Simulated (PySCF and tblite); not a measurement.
Values are calculated unless marked as measured or tabulated.
Pyramidal inversion: stationary points, barriers and rates

System: C₆H₈NOP, numbered as in [OH:1][CH2:2][PH:3][c:4]1[cH:5][cH:6][n:7][cH:8][cH:9]1.

Motion: pyramidal inversion at P3. The path came from a restrained scan, a climbing-image band and a saddle search at GFN2-xTB; energies are PBE0/pcSseg-1 + D3(BJ)//GFN2-xTB, thermal terms GFN2-xTB. Rate constants are transition-state-theory values, counting equivalent paths, without tunnelling. (PySCF 2.14 with density fitting, tblite 0.8.)

```tsv
point	symmetry	E(GFN2) kcal/mol	E(DFT) kcal/mol	ZPE change kcal/mol	lowest mode cm⁻¹	dipole D
start	C1	0.0	0.0	0.00	25	0.99
saddle	C1	35.1	30.1	-1.25	713i	2.16
end	C1	1.1	2.2	-0.04	44	1.65
```

```
Electronic barrier                                      : 30.1 kcal/mol
Barrier with zero-point energy                          : 28.8 kcal/mol
ΔH‡ (298 K)                                             : 28.8 kcal/mol
ΔS‡ (298 K, symmetry apart)                             : -0.4 cal/(mol K)
Paths                                                   : 1 equivalent path
End point                                               : a different minimum
Mean lifetime of the start against this motion at 298 K : 7.6 years
Cost                                                    : 3 min on 1 thread of Arm Neoverse N1, shared host (rough), peak memory 0.95 GiB, launched as `OMP_NUM_THREADS=1 python ens_run.py task.json out`
```

```tsv
T/K	ΔG‡ kcal/mol	k s⁻¹	ΔG kcal/mol	k back s⁻¹
200	28.9	1.2×10⁻¹⁹	2.2	3.1×10⁻¹⁷
250	28.9	3×10⁻¹³	2.2	2.6×10⁻¹¹
298	28.9	4.2×10⁻⁹	2.2	1.9×10⁻⁷
350	28.9	6.6×10⁻⁶	2.3	0.00017
400	28.9	0.0013	2.3	0.024
500	29.0	2.3	2.4	24
```

ΔG and ΔG‡ leave out symmetry numbers and mirror images; rates count paths: 1 out, 1 back.
